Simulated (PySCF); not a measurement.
Functional dependence of a UV spectrum

Compound: B₂ClH₇N₂.
SMILES: `Cl[BH-]1[NH2+][BH2-][NH2+]1`

Linear-response calculations in the def2-SVPD basis (PySCF; singlets by full response, triplets Tamm–Dancoff, core orbitals frozen in the response; HF means time-dependent Hartree–Fock). 'Strongest' is the level of largest summed f among the singlets computed (10 roots, of which the last may lack a degenerate partner); it can jump between rows when another state enters that window. S1 is the lowest singlet of each run and needn't be the same state throughout; f(S1) is that of one state. The structure is a single PBE0-D3(BJ)/def2-SVP conformer in the gas phase; no vibrational or solvent corrections.

| functional | kind | S1 (eV) | f(S1) | strongest (eV) | T1 (eV) | HOMO (eV) | gap (eV) | ionisation energy, ΔSCF (eV) |
| --- | --- | --- | --- | --- | --- | --- | --- | --- |
| LDA | LDA | 6.08 | 0.016 | 7.14 | 5.93 | -6.68 | 6.00 | 10.90 |
| PBE | GGA | 6.06 | 0.015 | 6.51 | 5.91 | -6.60 | 5.98 | 9.56 |
| B3LYP | global hybrid, 20% exact exchange | 6.69 | 0.018 | 7.86 | 6.53 | -7.72 | 7.50 | 10.00 |
| PBE0 | global hybrid, 25% exact exchange | 6.97 | 0.018 | 8.14 | 6.77 | -7.94 | 8.01 | 10.03 |
| BHandHLYP | global hybrid, 50% exact exchange | 7.59 | 0.022 | 8.57 | 7.36 | -9.21 | 9.74 | 10.36 |
| CAM-B3LYP | range-separated hybrid | 7.29 | 0.021 | 8.63 | 7.07 | -9.34 | 10.00 | 10.32 |
| wB97X-D | range-separated hybrid | 7.54 | 0.020 | 8.48 | 7.38 | -9.82 | 11.42 | 10.26 |
| LC-wPBE | range-separated hybrid | 8.07 | 0.021 | 8.92 | 7.77 | -10.72 | 12.35 | 10.60 |
| HF | Hartree–Fock | 8.68 | 0.026 | 9.53 | 8.27 | -11.20 | 13.04 | not settled |

S1 runs from 6.06 eV (PBE) to 8.68 eV (HF), a spread of 2.62 eV, while the orbital gap spreads over 7.1 eV. Along PBE (0%), B3LYP (20%), PBE0 (25%), BHandHLYP (50%), HF (100%) S1 rises with the share of exact exchange. −ε(HOMO) comes closest to its own ΔSCF ionisation energy with LC-wPBE (+0.12 eV) and misses most with LDA (-4.21 eV). 'Not settled' means that the ion's SCF failed to converge or may have ended in another state than the lowest.

Without π bonds the low states are Rydberg-like; a valence basis with one diffuse set may place them up to an eV too high.
